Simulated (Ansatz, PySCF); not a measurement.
Ways to break one bond of FB(Cl)Cl:

A. FB(Cl)Cl [dichloro(fluoro)borane] -> F[B]Cl + Cl atom
B. FB(Cl)Cl [dichloro(fluoro)borane] → Cl[B]Cl + F atom

Quantity: bond dissociation energy (enthalpy at 298 K, with B3LYP-D3(BJ) rigid-rotor harmonic-oscillator terms), kcal/mol. Each molecule is optimised on its own at B3LYP-D3(BJ)/def2-TZVP (Ansatz, an electronic-structure program). Frequencies are from Ansatz or PySCF. Cores are frozen in the correlated levels unless marked. UHF or UKS for open shells. No spin-orbit coupling. No relativistic terms. CBS(X,Y): correlation extrapolated as X^-3; Hartree-Fock from the larger set.

```json
[
 {"": "A", "PBE0/def2-SVP (Ansatz)": "121.9", "r2SCANh-D4/def2-TZVPD (Ansatz + dftd4)": "117.8", "CCSD/cc-pV(Q+d)Z (Ansatz)": "117.4", "CCSD(T)/CBS(cc-pV(T+d)Z,cc-pV(Q+d)Z) (Ansatz)": "121.7"},
 {"": "B", "PBE0/def2-SVP (Ansatz)": "164.8", "r2SCANh-D4/def2-TZVPD (Ansatz + dftd4)": "159.3", "CCSD/cc-pV(Q+d)Z (Ansatz)": "162.4", "CCSD(T)/CBS(cc-pV(T+d)Z,cc-pV(Q+d)Z) (Ansatz)": "166.3"}
]
```
